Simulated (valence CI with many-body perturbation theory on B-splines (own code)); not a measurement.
## Basis-set convergence for Bi⁷⁸⁺

Calculated by configuration interaction combined with many-body perturbation theory (CI+MBPT): three valence electrons over a frozen Dirac-Fock core [He], radial functions for each j: 9 s, 9 p, 8 d, 6 f, 3 g, 1 h, with the one-electron correlation potential Σ1 (screened to all orders), the two-electron term Σ2, the three-electron term Σ3, Breit, model QED; selected single and double excitations, second order for the rest, scaled by the run's own slope (own B-spline code, finite nucleus).

The last digits are not significant, and no measured levels were compared; by estimate large intervals hold to a few tenths of a per cent, small ones and those within an open d or f shell to about a per cent.

The reference run has the lowest level (2s^2 2p1/2) J=1/2 and an ionisation energy of 24633.5 eV. Its largest variational space holds 8449 state functions.

Levels are named by their leading jj configuration (3d3/2^4 stands for four electrons in 3d with j = 3/2), which in mixed levels can hold well under half, so a name can repeat and another be missing. Letters in brackets count levels of one name in rising energy.

Changed runs:
A. basis 6 s, 6 p, 5 d, 3 f, 1 g
B. basis 5 s, 5 p, 4 d, 2 f

Excitation energies of the reference run in eV, and shifts in cm⁻¹:

| Level | Reference | A | B |
| --- | --- | --- | --- |
| (2s 2p1/2^2) J=1/2 | 333.8 | -166 | -462 |
| (2s^2 2p3/2) J=3/2 | 2491.5 | +133 | +4.0 |
| (2s 2p1/2 2p3/2) J=3/2 [a] | 2728.4 | -111 | -751 |
| (2s 2p1/2 2p3/2) J=5/2 | 2771.1 | +286 | -12 |
| (2s 2p1/2 2p3/2) J=1/2 | 2858.6 | +147 | -96 |
| (2s 2p1/2 2p3/2) J=3/2 [b] | 2859.9 | +234 | +169 |
| (2p1/2^2 2p3/2) J=3/2 | 3203.2 | -152 | -565 |
| (2s 2p3/2^2) J=5/2 | 5237.7 | +167 | -404 |
| (2s 2p3/2^2) J=1/2 | 5366.1 | +71 | -187 |
| (2s 2p3/2^2) J=3/2 | 5366.6 | +254 | +61 |
| (2p1/2 2p3/2^2) J=3/2 | 5635.5 | -29 | -714 |
| (2p1/2 2p3/2^2) J=5/2 | 5657.7 | +240 | -89 |
| Ionisation energy (eV) | 24633.5 | +0.02 | -0.048 |
